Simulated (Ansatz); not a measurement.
BF, charge +1, doublet, at a GFN2-xTB geometry (a state made from the parent by changing its charge; the spin is typed, not shown lowest). Base run: Ansatz (an electronic-structure program) with PBE/cc-pVDZ.

Geometry (Å):
```xyz
2

B      0.0000     0.0000    -0.7700
F      0.0000     0.0000     0.4278
```
Charge +1, spin multiplicity 2.
Orbitals are unrestricted.
All else is at Ansatz's defaults.

Variants of this job, named by their change:

| change | E (Eh) | SCF-reference <S^2> |
|---|---|---|
| base | -124.12351 | 0.754 |
| functional = B2GP-PLYP | -124.13964 | 0.752 |
| functional = wB97M-V | -124.22797 | 0.752 |
| functional = SVWN5 | -123.33485 | 0.754 |
| functional = pbe0; dispersion = d3bj | -124.12767 | 0.754 |
| functional = B2PLYP | -124.16710 | 0.752 |
| functional = wB97X-V | -124.21600 | 0.752 |
| functional = PBE0-DH | -124.11714 | 0.753 |
| functional = hf | -123.74356 | 0.754 |
| functional = B97M-V | -124.23113 | 0.756 |
| functional = b3lyp | -124.25999 | 0.752 |
| functional = hse06 | -124.12209 | 0.754 |
| functional = blyp; dispersion = d3bjatm | -124.24894 | 0.753 |

Absolute energies of different levels of theory aren't comparable as measures of quality.
